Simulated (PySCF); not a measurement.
Can point charges reproduce the dipole moment of `CSc1cpc(C(C)C)o1`?

Coordinates (GFN2-xTB, Å) and charges (e) from the PBE0/pcSseg-1 density (PySCF):

```json
{"atom": "C1", "x": "3.452", "y": "0.494", "z": "0.757", "Mulliken": "-0.3705", "IAO": "-0.5010", "Hirshfeld": "-0.1188", "ESP-fitted": "-0.3531"}
{"atom": "S2", "x": "3.419", "y": "-0.617", "z": "-0.680", "Mulliken": "+0.0722", "IAO": "+0.1710", "Hirshfeld": "+0.0251", "ESP-fitted": "-0.1151"}
{"atom": "C3", "x": "1.686", "y": "-0.794", "z": "-0.896", "Mulliken": "+0.1191", "IAO": "+0.0575", "Hirshfeld": "+0.0360", "ESP-fitted": "-0.0046"}
{"atom": "C4", "x": "1.058", "y": "-1.542", "z": "-1.841", "Mulliken": "-0.4140", "IAO": "-0.4505", "Hirshfeld": "-0.1649", "ESP-fitted": "-0.2071"}
{"atom": "P5", "x": "-0.694", "y": "-1.420", "z": "-1.658", "Mulliken": "+0.3878", "IAO": "+0.2641", "Hirshfeld": "+0.0420", "ESP-fitted": "-0.1249"}
{"atom": "C6", "x": "-0.417", "y": "-0.375", "z": "-0.325", "Mulliken": "-0.1026", "IAO": "-0.0591", "Hirshfeld": "+0.0176", "ESP-fitted": "-0.0432"}
{"atom": "C7", "x": "-1.413", "y": "0.345", "z": "0.530", "Mulliken": "-0.3341", "IAO": "-0.1037", "Hirshfeld": "-0.0281", "ESP-fitted": "+0.3791"}
{"atom": "C8", "x": "-1.822", "y": "1.658", "z": "-0.145", "Mulliken": "-0.1965", "IAO": "-0.4121", "Hirshfeld": "-0.1196", "ESP-fitted": "-0.5185"}
{"atom": "C9", "x": "-2.636", "y": "-0.535", "z": "0.774", "Mulliken": "-0.2173", "IAO": "-0.4140", "Hirshfeld": "-0.1191", "ESP-fitted": "-0.4059"}
{"atom": "O10", "x": "0.886", "y": "-0.137", "z": "-0.050", "Mulliken": "-0.3728", "IAO": "-0.2251", "Hirshfeld": "-0.0383", "ESP-fitted": "+0.0487"}
{"atom": "H11", "x": "2.954", "y": "0.018", "z": "1.596", "Mulliken": "+0.1597", "IAO": "+0.1655", "Hirshfeld": "+0.0452", "ESP-fitted": "+0.1198"}
{"atom": "H12", "x": "4.499", "y": "0.662", "z": "0.984", "Mulliken": "+0.1556", "IAO": "+0.1708", "Hirshfeld": "+0.0566", "ESP-fitted": "+0.2053"}
{"atom": "H13", "x": "2.965", "y": "1.431", "z": "0.503", "Mulliken": "+0.1592", "IAO": "+0.1650", "Hirshfeld": "+0.0450", "ESP-fitted": "+0.1245"}
{"atom": "H14", "x": "1.572", "y": "-2.121", "z": "-2.584", "Mulliken": "+0.1158", "IAO": "+0.1752", "Hirshfeld": "+0.0492", "ESP-fitted": "+0.2050"}
{"atom": "H15", "x": "-0.929", "y": "0.577", "z": "1.486", "Mulliken": "+0.1295", "IAO": "+0.1429", "Hirshfeld": "+0.0394", "ESP-fitted": "-0.0265"}
{"atom": "H16", "x": "-2.535", "y": "2.196", "z": "0.476", "Mulliken": "+0.1148", "IAO": "+0.1381", "Hirshfeld": "+0.0416", "ESP-fitted": "+0.1307"}
{"atom": "H17", "x": "-0.955", "y": "2.295", "z": "-0.307", "Mulliken": "+0.1205", "IAO": "+0.1429", "Hirshfeld": "+0.0383", "ESP-fitted": "+0.1269"}
{"atom": "H18", "x": "-2.284", "y": "1.448", "z": "-1.108", "Mulliken": "+0.1114", "IAO": "+0.1429", "Hirshfeld": "+0.0361", "ESP-fitted": "+0.1419"}
{"atom": "H19", "x": "-3.361", "y": "-0.012", "z": "1.392", "Mulliken": "+0.1153", "IAO": "+0.1410", "Hirshfeld": "+0.0438", "ESP-fitted": "+0.1182"}
{"atom": "H20", "x": "-2.350", "y": "-1.457", "z": "1.273", "Mulliken": "+0.1248", "IAO": "+0.1473", "Hirshfeld": "+0.0378", "ESP-fitted": "+0.0906"}
{"atom": "H21", "x": "-3.102", "y": "-0.788", "z": "-0.177", "Mulliken": "+0.1220", "IAO": "+0.1413", "Hirshfeld": "+0.0354", "ESP-fitted": "+0.1081"}
```

Form Σ q r in debye for every column and set it beside the full dipole.

The full density gives (0.31, 1.56, 1.91) D, 2.49 D in size; dipole vectors point from the negative to the positive end.

```
    scheme     μx    μy     μz  size (D)  share of the full size (%)  angle to the full dipole (°)
  Mulliken  -2.10  0.50  -0.04      2.16                          87                            89
       IAO  -0.36  0.24   0.27      0.51                          21                            52
 Hirshfeld   0.27  0.55   0.74      0.96                          39                             9
ESP-fitted   0.28  1.56   1.88      2.46                          99                             1
```

Which set comes closest?

Length of the difference vector: ESP-fitted 0.04 D, Hirshfeld 1.55 D, IAO 2.21 D, Mulliken 3.28 D. Closest: ESP-fitted. 

What is left for the Hirshfeld atoms' own dipoles?

The Hirshfeld atoms' densities add up to the full density, so μ = Σ q r + Σ (atomic dipoles). The atomic dipoles sum to (0.31, 1.56, 1.91) − (0.27, 0.55, 0.74) = (0.04, 1.01, 1.17) D, 1.55 D in size.

With the origin at the mean of the coordinates, (0.000, 0.063, 0.000) Å, which are the largest single terms, by size, of the IAO dipole along the direction of the full one?

C4 +4.96, C1 -3.09, P5 -2.91, H14 -2.66, H12 +1.39 D; all 21 atoms together +0.31 D. The single terms depend on the origin, their sum doesn't.

Give the size of the full dipole in other units.

2.49 D = 0.979 au = 0.518 e·Å = 8.30 × 10⁻³⁰ C·m.

Isolated species at its GFN2-xTB geometry (one conformer only).

Conformer computed: `[CH3:1][S:2][c:3]1[cH:4][p:5][c:6]([CH:7]([CH3:8])[CH3:9])[o:10]1`: C1–S2–C3–C4 -179°, P5–C6–C7–C8 -84°.
